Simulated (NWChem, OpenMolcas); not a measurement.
**The same job for OpenMolcas**

This NWChem 7.3.0 job computes triplet GeTe:

gete.nw:
```
echo
start gete
title "GeTe hf"
memory total 2200 mb

geometry units angstrom noautosym nocenter noautoz
Ge       0.000000       0.000000       0.000000
Te       0.000000       0.000000       2.340165
end

basis spherical bse
* library STO-3G
end

scf
nopen 2
uhf
thresh 1e-08
maxiter 80
end

task scf
```

```bash
$ nwchem gete.nw > gete.out
```

The bond length is the one measured for the parent species.

The reference is spin-contaminated (⟨S²⟩ = 2.52). The run is non-relativistic.

It gives a total energy of -8598.812208 Eh.

Problem. Translate the job to OpenMolcas 26.06 as an input file of the program's own.

Solution. This input was run:

calc.input:
```
&gateway
 baslib = $CurrDir
 coord
 2
 angstrom
 Ge       0.000000       0.000000       0.000000
 Te       0.000000       0.000000       2.340165
 basis = STO-3G
 group = NoSym

&seward

&scf
 uhf
 spin = 3
 thresholds = 1e-10 1e-07 1e-07 1e-05
 prorbitals = 0
```

```bash
$ export MOLCAS_MEM=1860
$ pymolcas calc.input > calc.log
```

(Basis files named in the input come from the Basis Set Exchange and aren't shown.)

Its energy is -8598.812208 Eh, 0.000 mEh from the first.
